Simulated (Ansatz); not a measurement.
`C[B](F)[AlH2]` + H₂Se → `CB(F)[SeH]` + `[AlH3]` at 600 K and 1 bar (cleavage of the B–Al bond).

Program: Ansatz. Geometries: PBE0-D4/def2-TZVP. ΔE: electronic, gas phase. CBS: MP2 limit from def2 TZ/QZ plus the TZ coupled-cluster correction, frozen cores. This one scheme is used for every species. For Se outer-core shells are correlated without core-valence functions, which leaves a few kJ/mol of doubt a bond. Scalar relativity is left out up to krypton. One conformer a species, not always the lowest.

| species | CCSD(T)/CBS energy (Eh) | H − E (kJ/mol) | S (J/(mol·K)) |
| --- | --- | --- | --- |
| `C[B](F)[AlH2]` | -407.68475 | 202.6 | 428.0 |
| H₂Se | -2401.89790 | 57.0 | 244.8 |
| `CB(F)[SeH]` | -2565.84504 | 184.8 | 396.8 |
| `[AlH3]` | -243.78045 | 74.2 | 242.3 |

H − E and S are ideal-gas, rigid-rotor, harmonic terms from PBE0-D4/def2-TZVP, for one conformer and one mirror image of each species. 1 Eh = 2625.50 kJ/mol, R = 8.31446 J/(mol·K).

Q: By hand: ΔE, ΔH, ΔS and ΔG.

A: ΔE = (-2565.84504) + (-243.78045) − (-407.68475) − (-2401.89790) = -0.04284 Eh = -112.5 kJ/mol. Δ(H − E) = 184.8 + 74.2 − 202.6 − 57.0 = -0.6, so ΔH = -113.1 kJ/mol. ΔS = 396.8 + 242.3 − 428.0 − 244.8 = -33.7 J/(mol·K). ΔG = -113.1 − 600 × (-33.7)/1000 = -92.9 kJ/mol.

Q: By hand: the equilibrium constant, and the temperature at which ΔG would vanish if ΔH and ΔS stayed fixed.

A: log₁₀ K = −ΔG/(RT ln 10) = 8.1. ΔG = 0 at ΔH/ΔS = 3356 K, far beyond where these terms or the molecules hold.

ΔH outweighs TΔS. A doubt of 5 kJ/mol in ΔE shifts log₁₀ K by 0.4 here. Other conformers and mirror images would add mixing entropy, several J/(mol·K) or more a flexible species. Modes under 60 cm⁻¹, often nearly free rotors, make the harmonic entropy too high. These are equilibria of isolated gas molecules and say nothing of rates. Largest T1 diagnostic: 0.013 (customary marks: 0.02 for closed shells, 0.045 for open ones).
